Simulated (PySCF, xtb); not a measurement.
C2H2BClO, SMILES C#CB(O)Cl.

GFN2-xTB (xtb) at its own geometry gives an orbital gap of 4.32 eV and a dipole moment of 3.72 D.

Coordinates come from a PBE0-D3(BJ)/def2-SVP optimisation. One conformer was computed; it need not be the lowest.

Q: What does r2SCAN/def2-TZVP in PySCF give? (The exact figures need the calculation; the answer reports its results.)

A: gap 5.33 eV (levels -7.47 and -2.14 eV), dipole 2.87 D.
